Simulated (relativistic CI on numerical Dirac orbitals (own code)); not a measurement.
# What each ingredient does to the levels of Er⁴⁶⁺

Base calculation: Dirac-Coulomb-Breit CI, KLI orbitals optimised for each configuration, a model potential for QED, unscaled Slater integrals.

Configurations in the expansion (outside the closed core [Ne]): 3s2.3p6.3d4, 3s2.3p5.3d5, 3s.3p6.3d5, 3s2.3p6.3d3.4s, 3s2.3p6.3d3.4p, 3s2.3p6.3d3.4d, 3s2.3p5.3d4.4s, 3s2.3p6.3d3.4f, 3s2.3p5.3d4.4p, 3s.3p6.3d4.4s, 3p6.3d5.4p, 3s.3p6.3d4.4p, 3s2.3p6.3d2.4s.4p, 3s2.3p6.3d3.5s, 3s.3p6.3d4.4d, 3s2.3p6.3d3.5p, 3s2.3p6.3d3.5d, 3s2.3p6.3d3.5g, 3s2.3p6.3d3.6s, 3p6.3d6, 3p5.3d7, 3p5.3d6.4s, 3p6.3d5.4s, 3p5.3d5.4s2, 3s2.3p6.3d2.4s2, 3s2.3p6.3d.4s2.4p, 3s2.3p6.3d.4s2.4d, 3s2.3p6.3d2.4p2, 3s2.3p6.3d.4s.4p2, 3s2.3p6.3d.4p3, 3s2.3p6.3d.4p2.4d, 3s2.3p5.3d2.4s.4p2, 3s2.3p6.3d2.4s.4d, 3s2.3p6.3d.4s.4p.4d, 3s2.3p6.3d.4s.4d2, 3s2.3p5.3d2.4s2.4d, 3s.3p6.3d3.4s2, 3s.3p6.3d2.4s2.4p, 3s.3p6.3d2.4s2.4d. Double excitations out of closed p, d and f shells are left out; levels of such configurations are missing from the list, as are those of other unlisted configurations, and high levels can miss mixing partners. These lack a partner that the ground configuration has and come out too high: 3s2.3p5.3d4.4p.

Variants: (1) P86 correlation estimate; (2) configuration mixing switched off; (3) only the first 3 configurations. Shifts of the energy above 3s2.3p6.3d4 3P_0, in cm⁻¹, for the lowest level and the first level of each name with at least 55 % of one term (blank where a level changes its place among those of its configuration and J or its character, or is not in the variant):

| Level | Base | Δ(1) | Δ(2) | Δ(3) |
| --- | --- | --- | --- | --- |
| 3s2.3p6.3d4 3P_0 | 0 | 0 | 0 | 0 |
| 3s2.3p6.3d4 5D_1 | 323578 | -1 | -1314 | -417 |
| 3s2.3p6.3d4 5D_0 | 715109 | 0 | +255 | -632 |
| 3s2.3p6.3d4 3H_5 | 779567 | -2 | -3018 | -1432 |
| 3s2.3p6.3d4 3G_4 | 842944 | 0 | +100 | -1297 |
| 3s2.3p6.3d4 3G_5 | 1183380 | -1 | -1818 | -1360 |
| 3s2.3p6.3d4 1S_0 | 1340947 | +7 | +8537 | -364 |
| 3s2.3p6.3d4 1G_4 | 1384547 | -1 | -1059 | -259 |
| 3s2.3p6.3d4 1D_2 | 1417172 | +2 | +2609 | -296 |

At this charge energies of transitions that change n are usually good to better than 1 %, and those within a shell (Δn = 0) to a few per cent.

Ionisation energy from the two ground configurations alone: base 3916.11 eV; P86 correlation estimate 3918.09 eV. The NIST ASD value (theoretical) is 3916 eV.

LS names give the leading component of a level, which can be under half, so a name can repeat, a term be missing and a line seem to break the LS rules.
